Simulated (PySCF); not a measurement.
Computed shifts of a molecule C3H6F2Si, PySCF with B3LYP/pcSseg-1, GIAO, gas phase, atoms alike by connectivity averaged where their shifts nearly agree, in ppm (number of nuclei): ¹⁹F: -97.5 (1), -101.0 (1). ¹³C: 169.6 (1), 82.0 (1), 7.9 (1). ²⁹Si: -65.7 (1). ¹H: 4.33 (1), 4.12 (3), 1.95 (1), 1.60 (1). References: ¹⁹F against CFCl3 (σ = 161.7 ppm); ¹³C against TMS (σ = 181.3 ppm); ²⁹Si against TMS (σ = 338.7 ppm); ¹H against TMS (σ = 31.68 ppm), references at their B3LYP-D3(BJ)/def2-TZVP geometries, non-relativistic. The structure is a stationary point at PBE0-D3(BJ)/def2-SVP. The values are those of a single conformer.

Problem. Which molecule gave these data?
A. C=CC[SiH](F)F
B. F/C=C\[C@H](F)[SiH3]
C. FC(F)/C=C/[SiH3]
D. FC(F)=CC[SiH3]

Solution. D, FC(F)=CC[SiH3]
